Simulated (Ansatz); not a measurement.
Input file for `NC(F)[SiH2]Cl`:

```yaml
crystal:
  periodic: [false, false, false]
  atoms:
    - {symbol: N, position_ang: [-0.304677, 1.170389, 0.878422]}
    - {symbol: C, position_ang: [-0.328451, -0.197891, 0.593387]}
    - {symbol: F, position_ang: [0.448988, -0.978177, 1.503912]}
    - {symbol: Si, position_ang: [0.390653, -0.600456, -1.116484]}
    - {symbol: Cl, position_ang: [-0.880697, 0.082249, -2.574766]}
    - {symbol: H, position_ang: [0.608511, 1.593937, 0.798488]}
    - {symbol: H, position_ang: [-0.736193, 1.418674, 1.757636]}
    - {symbol: H, position_ang: [-1.350546, -0.573693, 0.695302]}
    - {symbol: H, position_ang: [1.692754, 0.096511, -1.256577]}
    - {symbol: H, position_ang: [0.542859, -2.062541, -1.276320]}
basis:
  gaussian: {orbitals: def2-TZVPP}
correlation: {method: ccsd_t}
```

```sh
$ ansatz run in.yaml --threads 4 --pin off --events-out ev --progress --plain --max-ram 10444MiB
```

Output of Ansatz, abridged:

```
Functional definition: HF
1469 factors; integrals over basis functions are off by at most 1.2e-3 eV
mean field evaluation 1: about -25663.9525 eV, gradient 3.5e1 eV
mean field evaluation 2: about -25664.2206 eV, gradient 3.6e1 eV
mean field evaluation 4: about -25667.1789 eV, gradient 3.6e0 eV
mean field evaluation 8: about -25667.2316 eV, gradient 2.9e-1 eV
mean field -25667.23198410 eV, -943.2533775409 hartree, gradient 2.9e-6 eV, S^2 0.000000; 0 other end points of the search recorded, 0 dependent functions left out
13 core orbitals not correlated: weight in the atoms' cores, before any rotation towards them, 1.000 or more for the frozen orbitals, at most 0.000 for the correlated occupied ones
reference -25667.23198410 eV, -943.2533775409 hartree; 16, 16 occupied and 218, 218 virtual orbitals, 1469 factors
second order -25.64705894 eV of doubles, -0.00000000 eV of singles
cycle   1  -26.19208929 eV  change   -5.5e-1 eV  update   1.0e-1
cycle   2  -26.77207978 eV  change   -5.8e-1 eV  update   3.0e-2
cycle   3  -26.90433311 eV  change   -1.3e-1 eV  update   1.6e-2
cycle   4  -26.89345032 eV  change    1.1e-2 eV  update   3.7e-3
cycle   5  -26.89076859 eV  change    2.7e-3 eV  update   1.7e-3
cycle   6  -26.89158684 eV  change   -8.2e-4 eV  update   6.1e-4
cycle   7  -26.89138860 eV  change    2.0e-4 eV  update   2.3e-4
cycle   8  -26.89128660 eV  change    1.0e-4 eV  update   7.6e-5
cycle   9  -26.89131764 eV  change   -3.1e-5 eV  update   2.9e-5
perturbative correction -1.00723137 eV, -0.0370150702 hartree
Total energy: -25695.13053311 eV, -944.2786303067 hartree
```

Run time 3.2 min (4 threads of an Arm Neoverse V1 on a shared host); peak host memory 5 GiB.

MP2 recovers 91.9 % of the CCSD(T) correlation energy and the triples give 3.6 %; T1 = 0.0112.
